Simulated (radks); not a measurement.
Pt2-, configuration [Hg].

Method: scalar-relativistic Kohn-Sham, LDA (Slater exchange, VWN5 correlation), spin-polarised, spherical densities, point nucleus; Watson sphere of charge +2 and radius 4.47 bohr; computed with a radial shooting solver on a logarithmic mesh with Libxc functionals.

Energy parts (hartree; the electron-nucleus part includes the sphere):
total: -18438.9437
kinetic: 20524.9464
electron-nucleus: -45826.6181
Hartree: 7207.1407
exchange-correlation: -344.4127

Orbitals (lengths in bohr, moments of r in powers of bohr; r(max) is where P^2 peaks):
orbital  occ.  eigenvalue (hartree)      <r^2>       <r^4>   r(max)
1s          2             -2880.124  0.0004064   4.523e-07  0.01062
2s          2             -505.9023   0.006206  0.00006665  0.06125
2p          6             -438.5505   0.005204  0.00005370  0.05060
3s          2             -118.7213    0.04009    0.002420   0.1727
3p          6             -99.11260    0.04110    0.002646   0.1718
3d         10             -77.82466    0.03403    0.002034   0.1398
4s          2             -25.38589     0.1947     0.05480   0.3899
4p          6             -18.95385     0.2223     0.07328   0.4101
4d         10             -11.14480     0.2538      0.1026   0.4182
5s          2              -3.62517      1.016       1.510   0.8677
4f         14              -2.46167     0.3247      0.2219   0.3843
5p          6              -1.93790      1.383       2.943   0.9764
6s          2              -0.17440      13.57       320.2    2.606
5d         10              -0.12309      4.798       66.11    1.272

The highest occupied level is 5d at -3.350 eV. Summed over all electrons, <r^2> = 94.97 bohr^2, which gives a Langevin (diamagnetic) susceptibility term of -75.2 x 10^-6 cm^3/mol. The density falls to 0.001 e/bohr^3 at r = 5.24 bohr.
